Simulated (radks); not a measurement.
All-electron atom: Ho XXXI in [Kr] 4d1. Method: scalar-relativistic Kohn-Sham, PBE, spin-polarised, spherical densities, point nucleus; open shells are filled with parallel spins first; computed with a radial shooting solver on a logarithmic mesh with Libxc functionals.

Radial electron density D(r) = 4 pi r^2 rho(r):

| r (bohr) | D(r) (e/bohr) | spin D(r) |
|---|---|---|
| 0.001097 | 5.816 | -0.0000390 |
| 0.00134 | 7.977 | -0.0000534 |
| 0.001624 | 10.73 | -0.0000716 |
| 0.001967 | 14.32 | -0.0000951 |
| 0.002384 | 18.92 | -0.000125 |
| 0.002911 | 24.97 | -0.000164 |
| 0.003528 | 32.11 | -0.000209 |
| 0.004274 | 40.58 | -0.000262 |
| 0.005179 | 50.22 | -0.000320 |
| 0.006326 | 61.03 | -0.000382 |
| 0.007665 | 71.36 | -0.000436 |
| 0.009287 | 80.50 | -0.000471 |
| 0.01125 | 87.14 | -0.000462 |
| 0.01363 | 90.15 | -0.000352 |
| 0.01665 | 89.04 | 0.0000368 |
| 0.02018 | 85.00 | 0.00110 |
| 0.02445 | 80.93 | 0.00391 |
| 0.02963 | 80.74 | 0.0110 |
| 0.03618 | 87.93 | 0.0289 |
| 0.04384 | 101.2 | 0.0672 |
| 0.05312 | 114.7 | 0.144 |
| 0.06437 | 119.6 | 0.281 |
| 0.07799 | 111.4 | 0.493 |
| 0.09526 | 95.20 | 0.770 |
| 0.1154 | 86.72 | 0.995 |
| 0.1399 | 93.17 | 1.02 |
| 0.1695 | 103.9 | 0.715 |
| 0.207 | 97.58 | 0.197 |
| 0.2508 | 70.53 | 0.00213 |
| 0.3039 | 42.71 | 0.591 |
| 0.3682 | 31.47 | 1.79 |
| 0.4497 | 29.93 | 2.67 |
| 0.5449 | 22.92 | 2.35 |
| 0.6603 | 11.14 | 1.29 |
| 0.8 | 3.168 | 0.426 |
| 0.9694 | 0.4901 | 0.0804 |
| 1.184 | 0.03286 | 0.00694 |
| 1.435 | 0.001046 | 0.000291 |

D(r) has 3 maxima, at r = 0.0143, 0.0628, 0.179 bohr, and minima at 0.0271, 0.116 bohr, inside which lie 1.92, 10.98 electrons.
